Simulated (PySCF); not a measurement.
Be(iPr)(SeH), SMILES C[CH]([Be][SeH])C (C₃H₈BeSe) (PBE0/def2-SVP optimised geometry):

```
13

Be     0.679    -0.031     0.000
C     -1.013    -0.034    -0.001
C     -1.622     1.346     0.282
C     -1.615    -1.108     0.914
H     -1.284    -0.304    -1.045
H     -2.724     1.327     0.197
H     -1.390     1.692     1.303
H     -1.256     2.119    -0.413
H     -1.244    -2.119     0.679
H     -2.717    -1.139     0.831
H     -1.383    -0.917     1.975
Se     2.724    -0.031     0.000
H      2.729    -0.325    -1.444
```

Level of theory: PBE0/def2-TZVP (PySCF).

Task: What are the frontier orbital energies and the dipole moment?

Result: HOMO-2 -8.89 eV, HOMO-1 -7.45 eV, HOMO -7.18 eV, LUMO -0.67 eV, LUMO+1 -0.15 eV; dipole moment 1.00 D.

On the same geometry PySCF 2.14.0 with PBE/def2-TZVP gives HOMO-2 -7.67 eV, HOMO-1 -6.17 eV, HOMO -6.08 eV, LUMO -1.50 eV, LUMO+1 -0.82 eV; dipole moment 0.89 D.

Meta-Löwdin charges at PBE0/def2-TZVP: Be1 1.17, C2 -0.63, C3 -0.34, C4 -0.34, H5 0.10, H6 0.10, H7 0.10, H8 0.11, H9 0.11, H10 0.10, H11 0.10, Se12 -0.66, H13 0.08.
